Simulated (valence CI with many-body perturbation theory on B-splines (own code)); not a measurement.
## Tb23+: E2, M1 decay

Level of theory: valence CI with perturbative core correlation (CI+MBPT): six valence electrons over a frozen Dirac-Fock core [Kr], a basis of 7 s, 7 p, 8 d, 6 f, 4 g, 1 h functions for each j, with the one-electron correlation potential Σ1, the two-electron term Σ2, the three-electron term Σ3, Breit, model QED; selected CI, second order for the rest, scaled by the run's own slope (own B-spline code, finite nucleus).

No measured levels were compared; by estimate terms of the open shell hold to 2 to 4 % of their energy, and close levels can change places. Core correlation moves these levels by up to 9000 cm⁻¹, and in measured spectra 5 to 20 % of such shifts remained as error; rates that hang on mixing are uncertain with them. Among the levels kept, up to 860 cm⁻¹ of a level comes from second order outside the variational space, and about a tenth of that is noise between levels of different J, which matters for small intervals. Only levels of the ground parity were solved; by the run's estimate the other parity begins above the list, which can be wrong where configurations are misplaced.

Lines 51 to 100 of 119 in falling wavelength, among levels below 40.950 eV, chosen from the decays that carry over 1 % of a level's rate. Wavelengths and rates use the calculated energies, so an error of 2000 cm⁻¹ moves a line at 146.0 nm by 2.9 % and its rate by three times that or more. Electric multipoles are in the length gauge, E1 and E2 with the static RPA response of the core. S is in atomic units (e²a₀⁴ for E2 and M2, e²a₀⁶ for E3), for M1 in squared Bohr magnetons. Weak lines are less certain than strong ones. Lines between different terms over intervals too small for the method are left out, as are lines whose strength nearly cancels. The highest levels of a list are the least certain.

Levels are named by their leading jj configuration (3d3/2^4 stands for four electrons in 3d with j = 3/2), which in mixed levels can hold well under half, so a name can repeat and another be missing. Letters in brackets count levels of one name in rising energy.

```csv
λ vac (nm),Upper,Lower,Type,A (s⁻¹),S (a.u.)
151.5,(4d3/2^2 4d5/2^4) J=2 [c],(4d3/2^3 4d5/2^3) J=3 [c],M1,2.02e+03,1.30e+00
147.6,(4d3/2^2 4d5/2^4) J=4 [c],(4d3/2^2 4d5/2^4) J=4 [a],M1,6.03e+02,6.47e-01
146.0,(4d3/2^3 4d5/2^3) J=3 [c],(4d3/2^3 4d5/2^3) J=4 [a],M1,8.65e+01,6.98e-02
145.5,(4d3/2^2 4d5/2^4) J=0 [a],(4d3/2^3 4d5/2^3) J=1 [a],M1,1.03e+04,1.18e+00
145.4,(4d3/2 4d5/2^5) J=2,(4d3/2^2 4d5/2^4) J=2 [b],M1,2.60e+03,1.48e+00
143.1,(4d3/2 4d5/2^5) J=1,(4d3/2^2 4d5/2^4) J=0 [a],M1,3.13e+03,1.02e+00
141.7,(4d3/2^3 4d5/2^3) J=1 [b],(4d3/2^4 4d5/2^2) J=0,M1,1.63e+03,5.17e-01
140.6,(4d3/2^2 4d5/2^4) J=4 [c],(4d3/2^3 4d5/2^3) J=3 [c],M1,2.21e+03,2.05e+00
140.2,(4d3/2^2 4d5/2^4) J=2 [c],(4d3/2^3 4d5/2^3) J=2 [b],M1,1.45e+03,7.41e-01
139.7,(4d3/2^3 4d5/2^3) J=2 [a],(4d3/2^4 4d5/2^2) J=2,M1,2.94e+03,1.49e+00
139.1,(4d3/2^2 4d5/2^4) J=4 [a],(4d3/2^3 4d5/2^3) J=4 [a],M1,6.43e+03,5.78e+00
137.7,(4d3/2^2 4d5/2^4) J=6,(4d3/2^3 4d5/2^3) J=6,M1,2.32e+03,2.92e+00
136.9,(4d3/2 4d5/2^5) J=1,(4d3/2^3 4d5/2^3) J=2 [b],M1,5.89e+03,1.68e+00
135.3,(4d3/2^2 4d5/2^4) J=6,(4d3/2^3 4d5/2^3) J=5,M1,1.02e+03,1.22e+00
135.0,(4d3/2^3 4d5/2^3) J=3 [b],(4d3/2^4 4d5/2^2) J=2,M1,3.59e+02,2.29e-01
134.1,(4d3/2 4d5/2^5) J=2,(4d3/2^2 4d5/2^4) J=1,M1,3.33e+03,1.49e+00
134.0,(4d3/2^2 4d5/2^4) J=1,(4d3/2^3 4d5/2^3) J=2 [a],M1,6.72e+02,1.80e-01
131.3,(4d3/2^3 4d5/2^3) J=2 [b],(4d3/2^3 4d5/2^3) J=3 [a],M1,2.73e+03,1.15e+00
131.2,(4d3/2^3 4d5/2^3) J=5,(4d3/2^4 4d5/2^2) J=4,M1,7.56e+02,6.96e-01
129.0,(4d3/2^3 4d5/2^3) J=6,(4d3/2^4 4d5/2^2) J=4,E2,2.73e-02,1.13e-03
128.4,(4d3/2^2 4d5/2^4) J=4 [b],(4d3/2^3 4d5/2^3) J=3 [b],M1,1.02e+03,7.18e-01
128.3,(4d3/2^2 4d5/2^4) J=2 [b],(4d3/2^3 4d5/2^3) J=3 [b],M1,1.47e+03,5.74e-01
127.6,(4d3/2^2 4d5/2^4) J=2 [c],(4d3/2^3 4d5/2^3) J=1 [b],M1,1.64e+03,6.30e-01
127.4,(4d3/2 4d5/2^5) J=1,(4d3/2^3 4d5/2^3) J=0,M1,1.18e+03,2.72e-01
126.0,(4d3/2 4d5/2^5) J=4,(4d3/2^2 4d5/2^4) J=3 [b],M1,2.64e+03,1.76e+00
124.8,(4d3/2^2 4d5/2^4) J=5,(4d3/2^3 4d5/2^3) J=4 [a],M1,1.70e+02,1.34e-01
124.3,(4d3/2^2 4d5/2^4) J=2 [b],(4d3/2^3 4d5/2^3) J=2 [a],M1,2.20e+03,7.83e-01
122.7,(4d3/2^3 4d5/2^3) J=3 [c],(4d3/2^3 4d5/2^3) J=3 [a],M1,1.41e+02,6.79e-02
122.6,(4d3/2^2 4d5/2^4) J=3 [a],(4d3/2^3 4d5/2^3) J=4 [a],M1,2.63e+03,1.26e+00
122.2,(4d3/2^2 4d5/2^4) J=4 [c],(4d3/2^3 4d5/2^3) J=4 [b],M1,2.06e+03,1.25e+00
117.8,(4d3/2^2 4d5/2^4) J=4 [a],(4d3/2^3 4d5/2^3) J=3 [a],M1,2.43e+02,1.33e-01
114.0,(4d3/2^2 4d5/2^4) J=2 [c],(4d3/2^2 4d5/2^4) J=2 [a],M1,1.71e+03,4.69e-01
112.1,(4d3/2 4d5/2^5) J=4,(4d3/2^2 4d5/2^4) J=3 [a],M1,1.87e+02,8.77e-02
111.8,(4d3/2 4d5/2^5) J=1,(4d3/2^2 4d5/2^4) J=2 [a],M1,1.26e+04,1.95e+00
110.3,(4d3/2 4d5/2^5) J=4,(4d3/2^2 4d5/2^4) J=5,M1,4.84e+03,2.17e+00
110.0,(4d3/2^3 4d5/2^3) J=3 [b],(4d3/2^4 4d5/2^2) J=4,M1,2.22e+03,7.65e-01
109.4,(4d3/2^2 4d5/2^4) J=3 [b],(4d3/2^3 4d5/2^3) J=4 [a],M1,1.04e+03,3.53e-01
108.0,(4d3/2^2 4d5/2^4) J=4 [b],(4d3/2^3 4d5/2^3) J=5,M1,3.37e+03,1.42e+00
105.7,(4d3/2^2 4d5/2^4) J=3 [a],(4d3/2^3 4d5/2^3) J=3 [a],M1,3.66e+03,1.12e+00
103.3,(4d3/2 4d5/2^5) J=2,(4d3/2^2 4d5/2^4) J=3 [a],M1,4.45e+03,9.10e-01
101.5,(4d3/2^3 4d5/2^3) J=1 [b],(4d3/2^4 4d5/2^2) J=2,M1,4.62e+02,5.37e-02
101.1,(4d3/2 4d5/2^5) J=4,(4d3/2^2 4d5/2^4) J=4 [a],M1,7.92e+03,2.73e+00
99.88,(4d3/2^3 4d5/2^3) J=0,(4d3/2^4 4d5/2^2) J=2,E2,3.43e+01,3.05e-02
97.76,(4d3/2 4d5/2^5) J=4,(4d3/2^3 4d5/2^3) J=3 [c],M1,3.99e+02,1.24e-01
97.27,(4d3/2^2 4d5/2^4) J=2 [c],(4d3/2^3 4d5/2^3) J=3 [b],M1,6.81e+02,1.16e-01
95.80,(4d3/2^2 4d5/2^4) J=3 [b],(4d3/2^3 4d5/2^3) J=3 [a],M1,7.84e+01,1.79e-02
94.96,(4d3/2^2 4d5/2^4) J=2 [c],(4d3/2^3 4d5/2^3) J=2 [a],M1,7.11e+02,1.13e-01
94.75,(4d3/2^3 4d5/2^3) J=2 [b],(4d3/2^4 4d5/2^2) J=2,M1,9.94e+02,1.57e-01
94.13,(4d3/2^2 4d5/2^4) J=1,(4d3/2^3 4d5/2^3) J=1 [a],M1,2.41e+03,2.24e-01
93.43,(4d3/2 4d5/2^5) J=1,(4d3/2^3 4d5/2^3) J=2 [a],M1,1.37e+03,1.24e-01
```
